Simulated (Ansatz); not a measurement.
Si(vinyl)2(NHMe)2 (C₆H₁₄N₂Si). The state is a singlet with charge 0. Geometry PBE-D4/def2-SVP, basis def2-TZVP, Ansatz.

```xyz
23

Si    0.100    0.275   -0.207
C    -1.311    1.406   -0.740
C    -2.502    0.913   -1.138
H    -1.188    2.507   -0.714
H    -2.679   -0.177   -1.175
H    -3.346    1.558   -1.443
C     0.471    0.583    1.617
C    -0.310    1.316    2.438
H     1.404    0.159    2.037
H    -1.257    1.763    2.086
H    -0.051    1.505    3.495
N     1.423    0.615   -1.291
C     2.724   -0.025   -1.235
H     1.415    1.516   -1.774
H     3.483    0.524   -0.626
H     2.612   -1.034   -0.789
H     3.159   -0.170   -2.250
N    -0.227   -1.430   -0.364
C    -0.812   -2.315    0.624
H    -0.191   -1.814   -1.312
H    -0.262   -3.281    0.705
H    -0.769   -1.835    1.623
H    -1.884   -2.561    0.433
```

| run | HOMO (eV) | LUMO (eV) |
| --- | --- | --- |
| A | -5.11 | -1.33 |
| B | -6.44 | -0.33 |
| C | -5.36 | -1.13 |
| D | -6.04 | -0.71 |

HSE06 is defined as in plane-wave codes, on full-range PBE exchange.

Question: The runs used HSE06, PBE, PBE0, r2SCAN. Estimate which is which.

Answer: A PBE (0 % exact exchange); B PBE0 (25 % exact exchange); C r2SCAN (0 % exact exchange); D HSE06 (range-separated). Exact exchange lowers occupied and raises empty levels; among semilocal functionals meta-GGAs tend to open the gap a little, and such runs are hard to tell apart. The gap grows from 3.78 eV (PBE) to 6.11 eV (PBE0).
